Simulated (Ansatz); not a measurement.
C2H6N (SMILES C[N]C), doublet, geometry from GFN2-xTB; MP2/6-31G* run with Ansatz (a program for electronic structure).

Input for Ansatz:
Ansatz 0.2 input:
```yaml
crystal:
  periodic: [false, false, false]
  atoms:
    - {symbol: C, position_ang: [1.21038693, -0.06406637, -0.15447247]}
    - {symbol: N, position_ang: [-0.03444764, 0.29146863, -0.69345432]}
    - {symbol: C, position_ang: [-1.17764586, 0.09419832, 0.09441112]}
    - {symbol: H, position_ang: [1.69188543, -0.78651789, -0.82594247]}
    - {symbol: H, position_ang: [1.17367087, -0.48123491, 0.86338227]}
    - {symbol: H, position_ang: [1.86282087, 0.81854994, -0.16149219]}
    - {symbol: H, position_ang: [-0.98869500, -0.34877932, 1.08415297]}
    - {symbol: H, position_ang: [-1.88247399, -0.53875757, -0.45942133]}
    - {symbol: H, position_ang: [-1.68933161, 1.05710944, 0.22084392]}
basis:
  gaussian:
    orbitals: 6-31G*
magnetization: {spin_polarized: true, initial_magnetization: 1}
correlation: {method: mp2}
```

Question: Write the output that Ansatz gives for this input, abridged.

Answer: 
```
Functional definition: HF
621 factors; integrals over basis functions are off by at most 5.5e-4 eV
mean field evaluation 1: about -3633.6742 eV, gradient 1.8e1 eV
mean field evaluation 2: about -3633.6710 eV, gradient 1.8e1 eV
mean field evaluation 4: about -3635.9511 eV, gradient 2.8e0 eV
mean field evaluation 8: about -3636.0423 eV, gradient 2.5e-4 eV
mean field -3636.04190937 eV, -133.6220755716 hartree, gradient 1.6e-6 eV, S^2 0.762015; 0 other end points of the search recorded, 0 dependent functions left out
3 core orbitals not correlated
reference -3636.04190937 eV, -133.6220755716 hartree; 10, 9 occupied and 44, 45 virtual orbitals, 621 factors
second order -10.67207863 eV of doubles, -0.00000000 eV of singles
Total energy: -3646.71398800 eV, -134.0142672273 hartree
```
